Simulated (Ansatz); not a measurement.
PbO₂H₂, relaxed as a singlet with RKS PBE0-D4/def2-TZVP in Ansatz, starting from the GFN1-xTB geometry. Force threshold 0.02 eV/Å.

In the def2 sets Pb takes a core potential; there is no spin–orbit coupling. The structure comes from a short search, and lower isomers may exist.

Start:

```xyz
5

Pb    0.3182   -0.3409   -1.3003
O     1.5562   -0.6653    0.3688
O    -1.1157    0.5190    0.0028
H    -1.9556    0.8722   -0.2813
H     1.1969   -0.3849    1.2100
```

Problem. Estimate the energy that the relaxation releases and the steps that it takes.

Solution. 0.05 eV, in 5 steps; 3.8 s on 4 threads of Arm Neoverse V1 on a shared host. No frequencies were taken in this run, so the end may be a saddle point.

Problem. Does the start keep its bonding and symmetry?

Solution. By distances, no bond broke or formed. The bond that changes most is Pb1–O2, from 2.10 to 2.07 Å (atoms count from 1). Point group Cs at the start, Cs at the end, both within 0.05 Å.

Problem. Predict the relaxed structure.

Solution. 
```xyz
5

Pb    0.294   -0.318   -1.239
O     1.570   -0.680    0.350
O    -1.109    0.526    0.064
H    -1.920    0.844   -0.342
H     1.164   -0.372    1.168
```
Bond lengths: 2 × O–Pb 2.07 to 2.09 Å; 2 × H–O 0.96 Å.
